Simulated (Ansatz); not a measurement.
Ansatz results at the PBE0-D4/def2-TZVP geometry: size of the dipole moment (ωB97M-V/def2-TZVPP) 1.52 D; HOMO energy (PBE/def2-TZVPP) -6.44 eV; size of the dipole moment (B3LYP/def2-TZVPP) 1.29 D.

Each molecule was computed in one conformer, which needn't be the lowest.

Q: Which molecule gave them?
A. `C=N/C([SiH3])=C\F`
B. `C=C(F)O[SiH2]C`
C. `B[SiH](Cl)BN`
D. `C=N/C(F)=C/[SiH3]`

A: D. The others give `C=N/C([SiH3])=C\F`: 1.39, -5.70, 1.36; `B[SiH](Cl)BN`: 2.10, -6.41, 2.12; `C=C(F)O[SiH2]C`: 1.29, -5.62, 1.29.

B3LYP here is the variant with VWN-RPA as its local correlation; programs differ in this.
